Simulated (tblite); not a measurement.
C5H8BFSe.
SMILES with atom numbers: `[CH2:1]=[CH:2][BH:3][C@@H:4]1[CH2:5][C@@H:6]([F:7])[Se:8]1` (hydrogens: H9, H10 on C1; H11 on C2; H12 on B3; H13 on C4; H14, H15 on C5; H16 on C6)

Computed with GFN2-xTB (tblite), gas phase: L-BFGS steps from a force-field or distance-geometry start until the largest atomic force falls under 0.01 eV/Å.

Step 87: E = -649.0936 eV
```
atom  x, y, z in Å  |  force x, y, z in eV/Å
C1      2.8084    0.3726    0.2742   -0.044  -0.014  -0.048
C2      2.2199   -0.1563   -0.7993    0.047  -0.004   0.068
B3      0.6928   -0.2782   -1.0077   -0.025   0.011   0.007
C4     -0.2565   -0.4221    0.2314    0.000  -0.004  -0.020
C5     -1.7620   -0.6579    0.0258   -0.016  -0.021   0.020
C6     -2.3318    0.6742    0.4958   -0.032   0.014   0.026
F7     -3.1134    0.5606    1.6066    0.012   0.012  -0.022
Se8    -0.5584    1.4780    0.9034   -0.002   0.013  -0.027
H9      3.8797    0.4681    0.3590    0.005   0.001   0.034
H10     2.2335    0.7723    1.1006    0.004  -0.010  -0.045
H11     2.8815   -0.4970   -1.5900   -0.044   0.016  -0.046
H12     0.2223   -0.2384   -2.0832    0.065   0.020   0.047
H13     0.1399   -0.9865    1.0763    0.010  -0.010   0.001
H14    -2.0162   -0.8649   -1.0142    0.000  -0.001   0.023
H15    -2.1443   -1.4697    0.6457    0.000  -0.015  -0.018
H16    -2.9027    1.2542   -0.2358    0.021  -0.007   0.000
```

Step 88: E = -649.0943 eV
```
atom  x, y, z in Å  |  force x, y, z in eV/Å
C1      2.8111    0.3726    0.2718   -0.082   0.020   0.020
C2      2.2197   -0.1606   -0.7967    0.019   0.013   0.062
B3      0.6926   -0.2721   -1.0048   -0.032  -0.008   0.006
C4     -0.2576   -0.4216    0.2324   -0.007  -0.012  -0.009
C5     -1.7624   -0.6601    0.0257   -0.008  -0.019   0.012
C6     -2.3332    0.6710    0.4971   -0.006   0.024   0.000
F7     -3.1118    0.5559    1.6079   -0.011   0.019   0.004
Se8    -0.5597    1.4807    0.8999   -0.013  -0.002  -0.025
H9      3.8820    0.4611    0.3586    0.033   0.006   0.033
H10     2.2357    0.7856    1.0934    0.035  -0.035  -0.071
H11     2.8762   -0.5089   -1.5866   -0.010  -0.007  -0.066
H12     0.2257   -0.2239   -2.0807    0.046   0.022   0.037
H13     0.1364   -0.9834    1.0798    0.025  -0.013   0.001
H14    -2.0138   -0.8628   -1.0158   -0.006  -0.007   0.022
H15    -2.1458   -1.4752    0.6418    0.015   0.008  -0.028
H16    -2.9026    1.2508   -0.2353    0.001  -0.007   0.004
```

Step 89: E = -649.0949 eV
```
atom  x, y, z in Å  |  force x, y, z in eV/Å
C1      2.8106    0.3743    0.2715    0.002  -0.024  -0.033
C2      2.2194   -0.1626   -0.7945    0.037   0.008   0.011
B3      0.6934   -0.2689   -1.0023   -0.061  -0.021  -0.019
C4     -0.2584   -0.4228    0.2321   -0.008  -0.014   0.014
C5     -1.7630   -0.6622    0.0260   -0.012   0.002   0.024
C6     -2.3334    0.6697    0.4979   -0.003   0.023  -0.033
F7     -3.1098    0.5559    1.6097   -0.019   0.021   0.003
Se8    -0.5599    1.4819    0.8960   -0.009  -0.014  -0.022
H9      3.8815    0.4582    0.3600    0.044   0.015   0.030
H10     2.2370    0.7899    1.0883   -0.024   0.006   0.014
H11     2.8731   -0.5138   -1.5871   -0.017   0.000  -0.025
H12     0.2301   -0.2150   -2.0790    0.029   0.023   0.028
H13     0.1349   -0.9832    1.0808    0.028  -0.010   0.000
H14    -2.0144   -0.8637   -1.0150   -0.009  -0.008   0.001
H15    -2.1468   -1.4788    0.6403    0.022   0.021  -0.024
H16    -2.9018    1.2502   -0.2361    0.000  -0.027   0.028
```

Q: Estimate the geometry and energy of step 90. (The exact step hangs on the optimiser's Hessian estimate; all steps are aligned on step 89, rigid shifts and turns removed.)

A: E = -649.0952 eV, largest force 0.034 eV/Å
```
atom  x, y, z in Å  |  force x, y, z in eV/Å
C1      2.8100    0.3740    0.2717    0.030  -0.005   0.004
C2      2.2200   -0.1628   -0.7940   -0.020   0.009  -0.010
B3      0.6926   -0.2675   -1.0030   -0.013  -0.027   0.007
C4     -0.2587   -0.4240    0.2310   -0.007  -0.010   0.015
C5     -1.7635   -0.6628    0.0269    0.007   0.020   0.011
C6     -2.3326    0.6699    0.4974   -0.010   0.014  -0.011
F7     -3.1078    0.5572    1.6107   -0.016   0.025  -0.008
Se8    -0.5591    1.4812    0.8933    0.002  -0.008  -0.017
H9      3.8816    0.4574    0.3635    0.014   0.014   0.023
H10     2.2337    0.7908    1.0869   -0.009  -0.002   0.008
H11     2.8714   -0.5132   -1.5880    0.003  -0.011  -0.030
H12     0.2328   -0.2121   -2.0796    0.008   0.026   0.003
H13     0.1348   -0.9845    1.0794    0.032  -0.011   0.005
H14    -2.0159   -0.8663   -1.0127   -0.015  -0.006  -0.027
H15    -2.1460   -1.4784    0.6413    0.006  -0.003   0.005
H16    -2.9009    1.2502   -0.2361   -0.010  -0.024   0.022
```

The energy changes by -0.0004 eV. The first-order estimate −F·Δx gives -0.0006 eV and the mean of the old and new forces, exact on a quadratic surface, -0.0004 eV. The step makes an angle of 67° with the force vector and moves no atom by more than 0.004 Å.

What follows is the cost of the whole relaxation. The run took 1.1 s on an Arm Neoverse V1 with one thread, no GPU, shared host with 32 logical CPUs at a one-minute load of 30.
